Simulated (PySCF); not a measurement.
A PySCF script (with the pyscf-properties extension) for the NMR shieldings of `C=C[P@H](=S)C(C)(C)C`, C$_{6}$H$_{13}$PS, on a GFN2-xTB geometry:

```python
import basis_set_exchange as bse
import numpy as np
from pyscf import gto, dft
from pyscf.prop import nmr

atoms = """
C     3.002645    0.789973   -0.177392
C     2.129613   -0.200784   -0.096363
P     0.571204   -0.110619   -1.021273
S     0.482671    1.268042   -2.366681
C    -0.815807   -0.134346    0.237065
C    -0.610706   -1.267484    1.234893
C    -2.097009   -0.339825   -0.565327
C    -0.813919    1.224508    0.925939
H     2.785287    1.653595   -0.789313
H     3.947928    0.781075    0.340344
H     2.308655   -1.093920    0.487183
H     0.488420   -1.429924   -1.498181
H    -1.490540   -1.358114    1.870264
H    -0.464214   -2.216443    0.719652
H     0.249996   -1.076885    1.872813
H    -2.967315   -0.301561    0.087556
H    -2.083649   -1.306679   -1.069773
H    -2.194904    0.440240   -1.320033
H    -1.640570    1.298342    1.630371
H    -0.917194    2.017960    0.185862
H     0.120487    1.379792    1.466623
"""
names = dict.fromkeys(["C", "P", "S", "H"], "pcSseg-1")
basis = {el: gto.basis.parse(bse.get_basis(n, elements=[el], fmt="nwchem")) for el, n in names.items()}
mol = gto.M(atom=atoms, basis=basis, charge=0, verbose=0)
mf = dft.RKS(mol, xc="PBE0")
mf.grids.level = 2
mf.grids.alignment = dft.numint.BLKSIZE   # the property module wants whole blocks of grid points
mf.conv_tol = 1e-9
mf.kernel()

calc = nmr.RKS(mf)   # GIAO
C = mf.mo_coeff
Co = C[:, mf.mo_occ > 0]
resp = mf.gen_response(singlet=True, hermi=2)
def vind(x):   # induced exchange potential for any number of trial vectors
    d = np.einsum("pi,xij,qj->xpq", C, 2 * x.reshape(-1, C.shape[1], Co.shape[1]), Co, optimize=True)
    return np.einsum("xpq,pi,qj->xij", resp(d - d.transpose(0, 2, 1)), C, Co, optimize=True).ravel()
mo1, _ = nmr.rhf.solve_mo1(calc, with_cphf=vind)
sigma = calc.kernel(mo1)
for i, s in enumerate(sigma):   # ppm
    w = np.linalg.eigvalsh((s + s.T) / 2)
    print("%2d %-2s iso %8.1f  s11 %8.1f  s22 %8.1f  s33 %8.1f" % (i, mol.atom_pure_symbol(i), w.mean(), *w))
```

Problem. What are the results?

Solution. 
```
 0 C  iso     39.0  s11    -90.6  s22     25.8  s33    181.7
 1 C  iso     51.3  s11    -64.2  s22     54.2  s33    163.8
 2 P  iso    294.6  s11    203.4  s22    245.7  s33    434.8
 3 S  iso    840.5  s11    715.2  s22    856.4  s33    949.8
 4 C  iso    148.3  s11    139.6  s22    142.2  s33    162.9
 5 C  iso    159.8  s11    144.6  s22    149.2  s33    185.6
 6 C  iso    159.2  s11    145.1  s22    147.6  s33    184.8
 7 C  iso    165.4  s11    150.9  s22    158.2  s33    187.2
 8 H  iso     24.6  s11     19.8  s22     22.7  s33     31.3
 9 H  iso     24.9  s11     21.8  s22     24.7  s33     28.2
10 H  iso     25.1  s11     22.7  s22     23.4  s33     29.2
11 H  iso     25.1  s11     21.0  s22     22.6  s33     31.6
12 H  iso     30.4  s11     26.1  s22     27.9  s33     37.3
13 H  iso     30.6  s11     26.9  s22     28.1  s33     36.9
14 H  iso     30.7  s11     25.9  s22     29.2  s33     36.9
15 H  iso     30.8  s11     26.8  s22     28.1  s33     37.6
16 H  iso     30.8  s11     27.1  s22     27.7  s33     37.6
17 H  iso     29.6  s11     23.8  s22     30.4  s33     34.6
18 H  iso     31.0  s11     26.9  s22     28.4  s33     37.8
19 H  iso     30.0  s11     24.8  s22     30.4  s33     34.7
20 H  iso     31.1  s11     26.2  s22     29.9  s33     37.1
```

These numbers come from an equivalent density-fitted implementation of the same equations, which agrees with the script to about 0.01 ppm for H and up to a few tenths of a ppm for heavy atoms, so last digits may differ.

Problem. Turn these shieldings into chemical shifts. Shifts are taken against calculated references (same method and geometry level): $^{13}$C (σref 186.93) and $^{1}$H (σref 31.72) against TMS; H3PO4 for $^{31}$P (σref 318.38); $^{33}$S (σref 503.73) vs CS2.

Solution. Averaging equivalent atoms: C 0: 148.0; C 1: 135.7; C 4: 38.7; C 5/6/7: 25.5; P 2: 23.7; S 3: -337; H 8: 7.09; H 9: 6.85; H 11: 6.66; H 10: 6.64; H 12/13/14/15/16/17/18/19/20: 1.16 ppm. Experimental scales use liquid or dissolved standards, which lie at an offset from isolated H3PO4.

Size and cost of the density-fitted run: 215 basis functions, roughly 2.2 core-minutes.
